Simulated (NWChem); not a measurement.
Molecule: C₂H₆O₂Si; SMILES O=CC[SiH2]O

```xyz
11

O      0.3760     2.5445    -0.3506
C     -0.1642     1.7737     0.4152
C     -0.8221     0.4871     0.0066
Si     0.4212    -0.9620     0.0888
O     -0.3347    -2.4310    -0.1293
H     -0.1639     1.9736     1.5109
H     -1.6561     0.2475     0.6782
H     -1.1890     0.5762    -1.0225
H      1.4757    -0.7203    -0.9325
H      1.0140    -1.0198     1.4455
H     -0.6332    -2.6421    -1.0246
```
Atoms are numbered in this order, from 1.

All runs: NWChem. Pople sets run with spherical d functions. All runs use the structure optimised with B3LYP/6-31G* (spherical d). B3LYP is NWChem's, with the RPA form of VWN correlation. Level: B3LYP/6-31G* with SMD (1 M gas to 1 M solution), gas-phase geometry. Reactions with the solvent are ignored.

For solvent water:

```
Quantity                                     Value
-------------------------------------------  -----
solvation free energy (kcal/mol)              -7.5
cavity-dispersion-structure term (kcal/mol)    4.3
dipole in solution (D)                        3.18
```

Problem. How do the values read with solvent toluene instead?

Solution. solvation free energy (kcal/mol): -5.3
cavity-dispersion-structure term (kcal/mol): -1.9
dipole in solution (D): 2.65
